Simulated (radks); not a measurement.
Spin polarisation of the 4d1 shell in Zr3+. Start: [Kr] 4d(up 0.5, down 0.5); electrons of 4d are moved from spin down to spin up, other shells keep equal spins. All-electron calculation, scalar-relativistic Kohn-Sham, PBE, spin-polarised, spherical densities, point nucleus. Program: a radial shooting solver on a logarithmic mesh with Libxc functionals.

moment (Bohr magnetons)  E - E(0) (eV)  e(4d up) (eV)  e(4d down) (eV)  4p down minus up (eV)  4s down minus up (eV)
0                                0.000        -28.202          -28.202                  0.000                  0.000
0.25                            -0.014        -28.310          -28.090                  0.195                  0.169
0.5                             -0.055        -28.414          -27.971                  0.390                  0.339
0.75                            -0.125        -28.514          -27.846                  0.586                  0.508
1                               -0.223        -28.612          -27.707                  0.782                  0.678

At moment 1 the spin-polarisation energy is -0.223 eV and the 4d exchange splitting 0.905 eV, that is 0.905 eV per Bohr magneton; E = -I m^2/4 would give I = 0.891 eV.
